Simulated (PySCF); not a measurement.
**A small calculation by hand: oscillator strength and radiative lifetime**

C₃H₆F₂Si, SMILES C=CC[SiH](F)F.

The structure is a stationary point at B3LYP-D3(BJ)/def2-SVP. One conformer was computed; it need not be the lowest.

PySCF with TDA-PBE/def2-SVPD puts the first singlet state with f over 0.02 at 6.27 eV (vertical), with the transition dipole (-0.857, -0.204, 0.113) in atomic units.

**Question.** Find the oscillator strength, the wavelength and the radiative lifetime that this transition would have in vacuum if emission retraced absorption.

**Answer.** 
|μ|² = 0.7888 au, so |μ| = 2.26 D. ΔE = 6.27/27.211 = 0.2304 hartree. f = (2/3) ΔE |μ|² = 0.121 (the program prints 0.121).
λ = 1239.84/6.27 = 198 nm; ν = 50571 cm⁻¹.
Einstein's coefficient A = 0.6670 ν² f s⁻¹ (ν in cm⁻¹) = 2.1e8 s⁻¹, so τ = 1/A = 4.8 ns. This state is S1. The figure is the radiative limit of this one transition; relaxation, internal conversion, crossing to triplets and a medium change what is measured.
